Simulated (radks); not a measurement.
Species: Nb30+. Configuration: [Ne] 3s1. Method: scalar-relativistic Kohn-Sham, LDA (Slater exchange, Perdew-Wang correlation), spin-polarised, spherical densities, point nucleus; open shells are filled with parallel spins first (spin-orbit coupling, left out, can overturn this in heavy ions); computed with a radial shooting solver on a logarithmic mesh with Libxc functionals.

Normalised radial functions P(r) = r R(r), r in bohr:

r         1s down    3s up
0.002114   1.1333   0.1893
0.002935   1.4986   0.2497
0.004074   1.9560   0.3248
0.005656   2.5073   0.4137
0.007851   3.1345   0.5113
0.0109     3.7849   0.6042
0.01513    4.3561   0.6659
0.021      4.6913   0.6527
0.02916    4.6091   0.5067
0.04047    3.9894   0.1759
0.05618    2.8990  -0.3338
0.07799    1.6553  -0.8773
0.1083     0.6781  -1.1235
0.1503     0.1758  -0.6865
0.2086     0.0243   0.4646
0.2896     0.0014   1.6248
0.4021     0.0000   1.8069
0.5582     0.0000   1.0080
0.7748     0.0000   0.2607
1.076      0.0000   0.0252

1s down: eigenvalue -20393 eV, 0 radial nodes, <r> = 0.0361 bohr, 90 % of the charge inside 0.0647 bohr. 3s up: eigenvalue -1662.5 eV, 2 radial nodes at r = 0.0458, 0.186 bohr, <r> = 0.376 bohr, 90 % of the charge inside 0.545 bohr.
